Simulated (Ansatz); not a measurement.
Consider the cleavage of the Si–Ge bond: `S[SiH2][GeH2][I]` + `C=N` → `C=N[SiH2]S` + `[GeH3][I]`.

Program: Ansatz. Geometries: PBE0-D4/def2-TZVP. ΔE: electronic, gas phase. CCSD(T)/CBS adds triple-zeta CCSD(T) − MP2 to the extrapolated MP2 energy (def2 sets, frozen cores). This one scheme is used for every species. Functionals use def2-TZVPP. B3LYP here is the variant with VWN-RPA as its local correlation; programs differ in this. Elements past krypton have def2 core potentials. For Ge, I outer-core shells are correlated without core-valence functions, which leaves a few kJ/mol of doubt a bond. Scalar relativity is left out up to krypton. One conformer a species, not always the lowest.

```tsv
level	ΔE (kJ/mol)
B3LYP-D4	-14.0
CAM-B3LYP	-27.2
CCSD(T)/def2-SVP	-13.2
MP2/CBS(def2)	-13.9
```

Task: What does CCSD(T)/CBS give? (Estimate.)

Result: Ansatz gave: -10.5 kJ/mol. The listed levels differ from it by -3.5, -16.7, -2.7, -3.4 kJ/mol.

Largest T1 diagnostic among the species: 0.013.

From PBE to PBE0 (25 % exact exchange), in def2-TZVPP and without D4, ΔE moves by −3.8 kJ/mol. The D4 term adds +8.1 kJ/mol with B3LYP and +4.6 kJ/mol with PBE0; it sums over pairs of atoms, weighted by their polarisabilities, and B3LYP, whose exchange is more repulsive, gets the larger term.

CCSD(T)/CBS has its own doubt, a few kJ/mol and more with outer-core shells, so smaller differences from it don't rank the levels.
